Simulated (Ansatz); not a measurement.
Computed against measured: atomisation enthalpy at 298 K

8 molecules holding an element past argon; the atomisation enthalpy at 298 K in kJ/mol, computed less measured. Shapes, held fixed at every level: PBE0-D4/def2-TZVP. Thermal terms are harmonic and unscaled (PBE0-D4/def2-TZVP); the spin-orbit lowering of the free atoms is taken from their spectra. Programs: Ansatz 0.2.0. Measured values: Active Thermochemical Tables, CRC Handbook of Chemistry and Physics, NIST-JANAF tables.

Levels: A = r2SCAN-D4/def2-TZVPP; B = CCSD(T)/def2-SVP; C = CCSD(T)/def2-TZVPP; D = CCSD/def2-TZVPP.

| molecule | from tabulated heats | A | B | C | D |
| --- | --- | --- | --- | --- | --- |
| BBrF2 (SMILES FB(F)Br) | 1661 | +23 | -73 | -45 | -79 |
| SiHBr3 (SMILES Br[SiH](Br)Br) | 1205 | +125 | -36 | +58 | +26 |
| CBrClF2 (SMILES FC(F)(Cl)Br) | 1551 | +24 | -132 | -70 | -125 |
| CHBrClF (SMILES FC(Cl)Br) | 1479 | +16 | -126 | -58 | -101 |
| GeI4 (germanium tetraiodide) | 856 | +29 | -129 | -21 | -71 |
| C2H3Br (vinyl bromide) | 2126 | +7 | -110 | -57 | -97 |
| C2H3BrO (acetyl bromide) | 2639 | +25 | -140 | -80 | -140 |
| C2H4Br2 (SMILES CC(Br)Br) | 2566 | +7 | -150 | -69 | -117 |

Problem. Sum up the errors.

Solution. 
| level | kind | mean error | mean absolute error | worst case |
| --- | --- | --- | --- | --- |
| r2SCAN-D4/def2-TZVPP | meta-GGA | +32.0 | 32.0 | SiHBr3 |
| CCSD(T)/def2-SVP | coupled cluster or CI | -112.0 | 112.0 | C2H4Br2 |
| CCSD(T)/def2-TZVPP | coupled cluster or CI | -42.8 | 57.2 | C2H3BrO |
| CCSD/def2-TZVPP | coupled cluster or CI | -88.0 | 94.5 | C2H3BrO |

On this set r2SCAN-D4/def2-TZVPP has the smallest mean absolute error and CCSD(T)/def2-SVP the largest. r2SCAN-D4/def2-TZVPP is too high in 8 of 8; CCSD(T)/def2-SVP is too low in 8 of 8; CCSD(T)/def2-TZVPP is too low in 7 of 8; CCSD/def2-TZVPP is too low in 7 of 8. The heats of GeI4, C2H3BrO come from older tables and can be uncertain by 10 kJ/mol or more. The molecules' own spin-orbit binding is left out, so errors for heavy halides read too negative. The tabulated values of BBrF2, SiHBr3 are in doubt (older tables, estimates, or at odds with other calculations) and kept here. Over the 6 molecules whose values aren't doubted the mean absolute errors are A 18.0; B 131.2; C 59.2; D 108.5. Correlated wave functions converge slowly with the basis. CCSD also lacks the triples, which bind further. For atoms past krypton def2 sets carry core potentials with scalar relativity. Relativity is left out for Br, Ge. Outer-core shells of Br, Ge, I are correlated in most correlated rows, in sets that cover them unevenly. The set is small.
